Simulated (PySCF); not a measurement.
CuI, SMILES [Cu][I], multiplicity 1. Geometry: PBE0-D3(BJ)/def2-TZVP. The spin state was assumed, not searched. The def2 effective core potentials stand for the cores of I; spin–orbit coupling is left out.

Computed equilibrium geometry at PBE0-D3(BJ)/def2-TZVP (PySCF confirms it by a frequency run) as Cartesian coordinates in Å, and its point group:
point group C∞v.
```xyz
2

Cu     0.0000     0.0000    -1.5356
I      0.0000     0.0000     0.8403
```
Charge 0, spin multiplicity 1.
